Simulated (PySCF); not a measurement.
ReO₂F₃, SMILES [O]=[Re](=[O])([F])([F])[F], multiplicity 1. Atoms are numbered in the order given.

```xyz
6

Re     0.0000     0.0000     0.0552
O      0.0000    -1.3688     1.0394
O      0.0000     1.3688     1.0394
F      0.0000     0.0000    -1.8245
F      1.8410     0.0000    -0.2417
F     -1.8410     0.0000    -0.2417
```

Geometry optimised at B3LYP-D3(BJ)/def2-SVP. The spin state was assumed, not searched. The def2 effective core potentials stand for the cores of Re; spin–orbit coupling is left out.

These are PBE0/def2-TZVP in PySCF values and carry that method's errors.

ESP charges are fitted to the potential on shells at 1.4 to 2.0 van der Waals radii. Atomic charges (e):

```tsv
atom	Mulliken	ESP fit
Re1	…	1.47
O2	…	-0.31
O3	…	-0.31
F4	…	-0.28
F5	…	-0.29
F6	…	-0.29
```

Problem. Complete the blanks. (An estimate is asked for; the answer gives what the named calculation found.)

Solution. 
- Re1, Mulliken: 1.67
- O2, Mulliken: -0.33
- O3, Mulliken: -0.33
- F4, Mulliken: -0.35
- F5, Mulliken: -0.33
- F6, Mulliken: -0.33
